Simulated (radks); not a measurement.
Spherical jellium clusters: N electrons in a uniform positive sphere of charge N and radius rs N^(1/3), rs = 5.65 bohr. Method: non-relativistic Kohn-Sham, LDA (Slater exchange, Perdew-Wang correlation), spin-polarised, spherical densities; computed with a radial shooting solver with Libxc functionals. Levels are named by radial order and angular momentum (1s, 1p, 1d, 2s, ...), and open shells are averaged over m. Each electron was tried in the lowest free levels, single moves between levels near the top were tried too, and the lowest total energy was kept; such a search can miss a lower state. Energies include the self-energy of the background; IP and EA are vertical (highest electron removed, lowest free level filled), at fixed background; spill-out counts the electrons outside the background radius R, and alpha is the static dipole polarisability from linear response (closed shells only). A dash means not computed or, for alpha, an open shell; in EA it means that no bound solution was reached, which is typical of self-interaction and does not show that the anion is unstable. Real open-shell clusters deform, which this model forbids.

\begin{tabular}{lrrrrrrrr}
N & open shells & 2S & E/N (eV) & E(N+1) + E(N-1) - 2E(N) (eV) & IP (eV) & EA (eV) & -e(HOMO) (eV) & spill-out (e) \\ \hline
1 & 1s(up 1, down 0) & 1 & -1.360 & - & - & - & 2.397 & 0.27 \\
2 & none & 0 & -1.619 & 0.610 & 4.020 & - & 2.428 & 0.41 \\
3 & 1p(up 1, down 0) & 1 & -1.502 & -0.424 & 3.140 & - & 1.840 & 0.63 \\
4 & 1p(up 2, down 0) & 2 & -1.549 & -0.267 & 3.449 & - & 2.162 & 0.76 \\
5 & 1p(up 3, down 0) & 3 & -1.631 & 0.233 & 3.605 & - & 2.360 & 0.85 \\
6 & 1p(up 3, down 1) & 2 & -1.647 & -0.222 & 3.282 & 1.093 & 2.159 & 0.96 \\
7 & 1p(up 3, down 2) & 1 & -1.690 & -0.155 & 3.445 & 1.286 & 2.338 & 1.05 \\
8 & none & 0 & -1.742 & 0.640 & 3.546 & - & 2.464 & 1.13 \\
9 & 1d(up 1, down 0) & 1 & -1.711 & -0.162 & 2.858 & - & 1.862 & 1.26 \\
10 & 1d(up 2, down 0) & 2 & -1.702 & -0.133 & 2.993 & 1.070 & 2.012 & 1.36 \\
11 & 1d(up 3, down 0) & 3 & -1.707 & -0.111 & 3.097 & 1.203 & 2.132 & 1.45 \\
12 & 1d(up 4, down 0) & 4 & -1.721 & -0.093 & 3.178 & 1.314 & 2.230 & 1.52 \\
13 & 1d(up 5, down 0) & 5 & -1.739 & 0.235 & 3.243 & 1.106 & 2.312 & 1.59 \\
14 & 1d(up 5, down 1) & 4 & -1.738 & -0.104 & 2.983 & 1.231 & 2.094 & 1.67 \\
15 & 1d(up 5, down 2) & 3 & -1.745 & -0.088 & 3.068 & 1.336 & 2.190 & 1.75 \\
16 & 1d(up 5, down 3) & 2 & -1.756 & -0.075 & 3.138 & 1.426 & 2.271 & 1.82 \\
17 & 1d(up 5, down 4) & 1 & -1.770 & -0.065 & 3.195 & 1.505 & 2.339 & 1.89 \\
18 & none & 0 & -1.786 & 0.139 & 3.243 & 1.391 & 2.399 & 1.95 \\
19 & 2s(up 1, down 0) & 1 & -1.793 & 0.177 & 3.087 & 1.251 & 2.254 & 2.07 \\
20 & none & 0 & -1.791 & 0.097 & 2.904 & 1.165 & 2.101 & 2.24 \\
21 & 1f(up 1, down 0) & 1 & -1.784 & -0.070 & 2.810 & 1.244 & 2.019 & 2.30 \\
22 & 1f(up 2, down 0) & 2 & -1.781 & -0.063 & 2.866 & 1.315 & 2.083 & 2.36 \\
23 & 1f(up 3, down 0) & 3 & -1.781 & -0.057 & 2.916 & 1.379 & 2.140 & 2.42 \\
24 & 1f(up 4, down 0) & 4 & -1.783 & -0.052 & 2.960 & 1.438 & 2.192 & 2.47 \\
25 & 1f(up 5, down 0) & 5 & -1.787 & -0.048 & 2.999 & 1.491 & 2.238 & 2.52 \\
26 & 1f(up 6, down 0) & 6 & -1.793 & - & 3.034 & 1.540 & 2.281 & 2.57 \\
\end{tabular}

All shells are closed at N = 2, 8, 18, 20 (there: 1s2 1p6 1d10 2s2); the second difference of the energy has clear peaks (12 % above both neighbours; the first and last values, which can be the largest, are not judged, and half-filled shells can peak too) at N = 5, 8, 13, 19.
